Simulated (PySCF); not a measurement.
# Ti(2+): ionisation energy

Ti(2+) [Ar] 3d2 (3F) → Ti(3+) [Ar] 3d1 (2D), as a difference of total energies. All numbers are calculated (PySCF 2.14, no relativity, point nucleus, in aug-cc-pVTZ with one added diffuse shell each of s, p, d, f, g type (9s8p6d4f3g, 118 functions)). Correlated levels: valence: [Ar] frozen. The calculations carry no spin-orbit coupling.

**Question.** Order these methods by the ionisation energy they give, lowest first.
A. r2SCAN
B. UHF
C. PBE0
D. MP2 (valence)

**Answer.** B (26.768 eV), D (26.890 eV), C (27.985 eV), A (28.069 eV).

These non-relativistic numbers lack the scalar-relativistic shift.

Errors of the correlated levels include the incompleteness of this basis and the frozen core.

For comparison: 27.492 eV (measured; NIST Atomic Spectra Database, ionization energies).
